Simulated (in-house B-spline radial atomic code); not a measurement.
## One electron outside the [He] 2s2 2p6 core: Ta LXIII (Ta62+)

Computed with a B-spline radial code for spherical atoms, no-pair Dirac-Coulomb Hamiltonian, finite nucleus. Rungs: frozen-core Dirac-Hartree-Fock (DHF); Brueckner orbitals from the second-order correlation potential; the same with the Coulomb interaction screened by the core and the hole-particle interaction summed; Breit and QED terms from differences of relaxed Dirac-Fock atoms, where computed. Partial waves beyond l = 6 are extrapolated. The tables show a selection of states; those near core-excited levels, with erratic corrections or far from their DHF start are never shown.

Removal energies (eV):

| state | DHF | second order | screened | Breit + QED | final |
| --- | --- | --- | --- | --- | --- |
| 3s1/2 | 6910.54 | 6911.49 | 6911.48 | -10.8 | 6900.72 |
| 3p1/2 | 6753.4 | 6754.64 | 6754.63 | -10.2 | 6744.48 |
| 3p3/2 | 6399.36 | 6400.41 | 6400.4 | -6.13 | 6394.27 |
| 3d3/2 | 6213.36 | ? | ? | ? | ? |
| 3d5/2 | 6131.47 | ? | ? | ? | ? |
| 4s1/2 | 3758.25 | 3758.68 | 3758.68 | -4.26 | 3754.42 |
| 4p1/2 | 3693.35 | 3693.88 | 3693.88 | -4.01 | 3689.87 |
| 4p3/2 | 3548.47 | 3548.94 | 3548.93 | -2.44 | 3546.49 |
| 4d3/2 | 3477.74 | 3478.2 | 3478.2 | -1.61 | 3476.59 |
| 4d5/2 | 3442.48 | 3442.88 | 3442.88 | -0.834 | 3442.04 |
| 4f5/2 | 3405.25 | 3405.59 | 3405.59 | - | - |
| 4f7/2 | 3390.02 | 3390.34 | 3390.34 | - | - |
| 5s1/2 | 2356.32 | 2356.52 | 2356.52 | - | - |
| 5p1/2 | 2323.74 | 2323.99 | 2323.98 | - | - |

(1) What does correlation do to 3d5/2?

(2) What does correlation do to 3d3/2?

(3) How does the lowest state compare with the NIST ionisation energy?

Electric-dipole lines from 3s1/2 (reduced matrix elements in atomic units, length form, static core polarisation, sign of DHF taken positive):

```
upper     DHF  + core polarisation  + Brueckner  λ (nm)   A (s⁻¹)
3p1/2  0.1446               0.1435       0.1435  7.9354  4.17e+10
3p3/2  0.2129               0.2113       0.2113  2.4481  1.54e+12
```

(4) What radiative lifetime does 3d3/2 get from its electric-dipole decays?

Magnetic hyperfine constants per unit nuclear g factor (MHz, nucleus as a uniformly magnetised ball; they apply to isotopes with nuclear spin):

| state | DHF | + core polarisation | + Brueckner |
| --- | --- | --- | --- |
| 3s1/2 | 5.622e+06 | 5.74e+06 | 5.744e+06 |
| 3p1/2 | 1.854e+06 | 1.895e+06 | 1.896e+06 |
| 3p3/2 | 212400 | 208600 | 208800 |
| 4s1/2 | 2.276e+06 | 2.319e+06 | 2.32e+06 |
| 4p1/2 | 761100 | 775300 | 775600 |
| 4p3/2 | 88380 | 86510 | 86550 |

## Answers

(1) It adds 1.139 eV to the removal energy in second order and 1.134 eV with screening; Breit and QED add -2.26 eV, for a final 6130.35 eV.

(2) It adds 1.305 eV to the removal energy in second order and 1.298 eV with screening; Breit and QED add -4.38 eV, for a final 6210.28 eV.

(3) 3s1/2 is bound by 6900.7 eV, without recoil; NIST lists 6900 ± 15 eV (tabulated theory), a difference of +0.72 eV.

(4) The rates to lower computed states sum to 1.28e+12 s⁻¹, a lifetime of 0.000783 ns.
